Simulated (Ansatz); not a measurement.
Geometry optimisation, DFT LDA, scalar-relativistic, plane waves, PAW (Ansatz).

input.yaml

```yaml
crystal:
  lattice:
    - [5.43058, 0.0, 0.0]
    - [4.072935, 7.05453, 0.0]
    - [0.0, 0.0, 16.43405]
  atoms:
    - { symbol: Ir, position: [0.1666667, 0.1111111, 0.0608493] }
    - { symbol: Ir, position: [0.6666667, 0.1111111, 0.0608493] }
    - { symbol: Ir, position: [0.1666667, 0.4444444, 0.0608493] }
    - { symbol: Ir, position: [0.6666667, 0.4444444, 0.0608493] }
    - { symbol: Ir, position: [0.1666667, 0.7777778, 0.0608493] }
    - { symbol: Ir, position: [0.6666667, 0.7777778, 0.0608493] }
    - { symbol: Ir, position: [-0.1666667, 0.2222222, 0.1957536] }
    - { symbol: Ir, position: [0.3333333, 0.2222222, 0.1957536] }
    - { symbol: Ir, position: [-0.1666667, 0.5555556, 0.1957536] }
    - { symbol: Ir, position: [0.3333333, 0.5555556, 0.1957536] }
    - { symbol: Ir, position: [-0.1666667, 0.8888889, 0.1957536] }
    - { symbol: Ir, position: [0.3333333, 0.8888889, 0.1957536] }
    - { symbol: Ir, position: [0.0, 0.0, 0.330658] }
    - { symbol: Ir, position: [0.5, 0.0, 0.330658] }
    - { symbol: Ir, position: [0.0, 0.3333333, 0.330658] }
    - { symbol: Ir, position: [0.5, 0.3333333, 0.330658] }
    - { symbol: Ir, position: [0.0, 0.6666667, 0.330658] }
    - { symbol: Ir, position: [0.5, 0.6666667, 0.330658] }
    - { symbol: F, position: [0.5179285, 0.0060491, 0.454182] }
basis:
  ecutwfc: 420.0
kpoints:
  mp_grid: { grid: [2, 2, 1] }
hamiltonian:
  xc: lda
  pseudopotentials: { kind: paw, azcp: { folder: soft_1 } }
scf:
  occupations: { method: fermi_dirac, width: 0.15 }
  lower_state_search: "off"
relax:
  f_tol: 0.08
  max_steps: 25
  adjacent_minimum: "off"
  constraints: [{ sites: [0, 1, 2, 3, 4, 5] }]
```

Command:

```bash
$ ansatz run input.yaml --threads 4 --pin off --max-ram 10240MiB --backend cpu --events-out ev --progress --plain --runs-dir out
```

Question: Where does it end, and by what steps?

Answer: It converged. Limits of this set-up: coarse k mesh, thin slab, slab without dipole correction, odd electron count without spin, PAW files made for another functional. After 4 steps the energy has fallen by 0.639 eV; F19 moved furthest, 0.27 Å.

```tsv
step	energy less start (eV)	largest force component (eV/Å)	accepted
0	0.0000	1.631	yes
1	-0.5505	0.857	yes
2	-0.6310	0.177	yes
3	-0.6379	0.087	yes
4	-0.6389	0.044	yes
```

```xyz
19
Lattice="5.4306 0.0000 0.0000 4.0729 7.0545 0.0000 0.0000 0.0000 16.4340" Properties=species:S:1:pos:R:3
Ir 1.358 0.784 1.000
Ir 4.073 0.784 1.000
Ir 2.715 3.135 1.000
Ir 5.431 3.135 1.000
Ir 4.073 5.487 1.000
Ir 6.788 5.487 1.000
Ir -0.003 1.566 3.132
Ir 2.709 1.555 3.156
Ir 1.356 3.927 3.120
Ir 4.065 3.930 3.109
Ir 2.704 6.284 3.164
Ir 5.433 6.284 3.163
Ir -0.006 0.026 5.274
Ir 2.708 0.009 5.307
Ir 1.326 2.385 5.272
Ir 4.083 2.392 5.265
Ir 2.722 4.672 5.262
Ir 5.406 4.673 5.259
F 2.720 0.012 7.225
```

Whether the end is a true minimum wasn't checked by a vibrational analysis.

Run time: 27 s on 4 threads of Arm Neoverse V2, with other jobs on the host, peak memory 2 GiB.
